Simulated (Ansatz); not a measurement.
```xyz
12

C     0.635    1.659   -0.079
C     0.138    0.450    0.150
C    -0.941   -0.156    0.988
Si    0.411   -1.340    0.460
Ga    0.503   -0.223   -2.424
H     0.107    2.558    0.233
H     1.582    1.795   -0.592
H    -1.062    0.212    2.004
H    -1.879   -0.339    0.468
H     1.492   -1.707    1.398
H     0.116   -2.347   -0.584
H    -1.103   -0.563   -2.021
```

Total charge 0; spin multiplicity 1. The bonds changed during the relaxation, so this is another structure than the one it started from.

Question: List the B3LYP/def2-TZVPP orbital energies in eV (Ansatz 0.2.0). (An estimate is asked.)

Answer: Computed: Occupied: -10136.94, -1799.44, -1248.67, -1105.88, -1105.88, -1105.80, -277.59, -277.44, -277.13, -148.63, -144.00, -101.97, -101.95, -101.72, -99.33, -99.31, -99.29, -22.32, -21.79, -21.78, -21.59, -21.57, -21.57, -19.58, -15.45, -14.14, -12.67, -12.54, -12.22, -10.58, -9.67, -8.57, -7.74, -7.46, -5.39. Lowest empty: -1.58, -1.25, -0.51, 0.11, 0.86, 0.92, 1.46, 2.06.

B3LYP here is the variant with VWN-RPA as its local correlation; programs differ in this.
